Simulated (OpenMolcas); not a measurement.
# Fe3+, Ru3+, Os3+: d⁵ down the group

- Program: OpenMolcas 26.06
- Method: RASSCF
- Basis: ANO-RCC-VTZP
- Scalar Hamiltonian: DKH2, point nucleus
- Spin-orbit coupling: state interaction with AMFI integrals over the reference wave functions, term energies averaged over their components

Active space for each ion: 11 electrons in 8 orbitals (RAS1 p, at most 2 holes; RAS2 d).

Computed levels in cm-1 above ⁶S_5/2:

```json
{"Level": "⁴G_7/2", "Fe3+": "37973", "Ru3+": "28139", "Os3+": "25324"}
{"Level": "⁴G_11/2", "Fe3+": "37983", "Ru3+": "28229", "Os3+": "26355"}
{"Level": "⁴G_9/2", "Fe3+": "37994", "Ru3+": "28294", "Os3+": "27077"}
{"Level": "⁴P_3/2", "Fe3+": "38874", "Ru3+": "29111", "Os3+": "25498"}
{"Level": "⁴P_1/2", "Fe3+": "38922", "Ru3+": "29511", "Os3+": "27921"}
{"Level": "⁴D_7/2", "Fe3+": "44903", "Ru3+": "33114", "Os3+": "31864"}
{"Level": "⁴D_1/2", "Fe3+": "44962", "Ru3+": "33614", "Os3+": "35001"}
{"Level": "⁴D_3/2", "Fe3+": "44990", "Ru3+": "33857", "Os3+": "35846"}
{"Level": "²I_11/2", "Fe3+": "55570", "Ru3+": "41093", "Os3+": "37716"}
{"Level": "weight of ⁶S in the lowest level (%)", "Fe3+": "100", "Ru3+": "99", "Os3+": "90"}
```

Mixed levels, with the weight of the term that names them: Os3+ ⁴G_7/2 (72 %), Os3+ ⁴P_3/2 (55 %), Os3+ ⁴P_1/2 (74 %), Os3+ ⁴D_7/2 (74 %), Os3+ ⁴D_3/2 (53 %), Os3+ ²I_11/2 (75 %).

Measured, with the error of the calculation in %. Measured levels: Fe3+ from Corliss and Sugar, J. Phys. Chem. Ref. Data 11, 135 (1982).

| Level | Fe3+ |
| --- | --- |
| ⁴G_11/2 | 32246 (+17.8) |
| ⁴P_3/2 | 35333 (+10.0) |
| ⁴P_1/2 | 35407 (+9.9) |
| ⁴D_7/2 | 38779 (+15.8) |
| ⁴D_1/2 | 38897 (+15.6) |

Without spin-orbit coupling ⁴G lies 37980, 28203, 26125 cm-1 above ⁶S in that order; the difference to the level ⁴G_7/2, of either sign, comes from spin-orbit coupling, which also lowers the zero.

Without dynamic correlation excited terms often stand tens of per cent too high (terms of higher spin than the ground term too low), and those without a measured partner can miss by more than the paired ones. Active for correlation alone: 3p; no level in the range computed is led by a configuration that opens it, so any true level of that kind is missing (holds for Fe3+). Active for correlation alone: 4p; no level in the range computed is led by a configuration that opens it, so any true level of that kind is missing (holds for Ru3+). Active for correlation alone: 5p; no level in the range computed is led by a configuration that opens it, so any true level of that kind is missing (holds for Os3+). Computed and measured levels are paired by configuration, term and J; levels that our copy of the source lacks, or whose pairing is in doubt (as where it misses far off the trend of its configuration), stay unpaired and out of the deviations. Only configurations of the active space appear.
